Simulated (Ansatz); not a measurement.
ClGaH3In from Hartree–Fock to CCSD(T)

```xyz
6

Cl   -1.2510   -1.2278   -1.0087
In    0.0662   -0.0676    0.8218
Ga    0.2830    0.6460   -1.9038
H    -0.2087   -0.6476    2.3848
H     1.4925   -0.1875   -0.2921
H    -0.3819    1.4845   -0.0021
```

The species carries charge 0 and has multiplicity 1. Correlated methods include outer-core shells of Ga, In, which these sets cover unevenly. Scalar relativity is left out up to krypton. In: def2 effective core potential. The bonds changed during the relaxation, so this is another structure than the one it started from. The structure was optimised at the PBE0-D4/def2-TZVP level. Frozen core, restricted reference, Ansatz.

```json
{"basis": "def2-SVP", "HF (Eh)": "-2573.32947", "MP2 corr.": "-0.43671"}
{"basis": "def2-TZVPP", "HF (Eh)": "-2573.74527", "MP2 corr.": "-0.71269"}
{"basis": "def2-QZVPP", "HF (Eh)": "-2573.79944", "MP2 corr.": "-1.17246"}
```

Question: Estimate the CCSD correlation energy and the (T) correction in each basis where they were run (hartree).

Answer: 
```json
{"basis": "def2-SVP", "CCSD corr.": "-0.46678", "(T)": "-0.01468"}
{"basis": "def2-TZVPP", "CCSD corr.": "-0.73533", "(T)": "-0.02857"}
```
